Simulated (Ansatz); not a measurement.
```yaml
crystal:
  periodic: [false, false, false]
  atoms:
    - {symbol: O, position_ang: [-2.258471, 1.792782, 1.539100]}
    - {symbol: Si, position_ang: [-0.712659, 0.996417, 1.644559]}
    - {symbol: Si, position_ang: [-0.700428, -1.420565, 1.434163]}
    - {symbol: Al, position_ang: [0.079751, -0.145402, -0.503654]}
    - {symbol: Si, position_ang: [1.294899, -0.325919, -2.771385]}
    - {symbol: H, position_ang: [-2.567833, 2.274277, 2.366723]}
    - {symbol: H, position_ang: [0.125450, 1.754280, 2.737299]}
    - {symbol: H, position_ang: [-0.729837, -2.750423, 2.277106]}
    - {symbol: H, position_ang: [0.909058, -1.123318, 1.108180]}
    - {symbol: H, position_ang: [2.308243, 0.846111, -2.984967]}
    - {symbol: H, position_ang: [0.254593, -0.280121, -3.939257]}
    - {symbol: H, position_ang: [2.077979, -1.676080, -2.872062]}
basis:
  gaussian: {orbitals: cc-pVTZ}
magnetization: {spin_polarized: true, initial_magnetization: 1}
hamiltonian: {xc: {name: HF}}
output: {forces: true}
```

```sh
$ ansatz run in.yaml --threads 4 --pin off --events-out ev --progress --plain --max-ram 10444MiB
```

It prints (some lines left out):

```
Error: a molecule whose nuclei and cores have a total charge of 70 cannot have a net charge of 0 together with 1 unpaired electrons
```

In this input the number of unpaired electrons doesn't fit the electron count. The program refused the input.
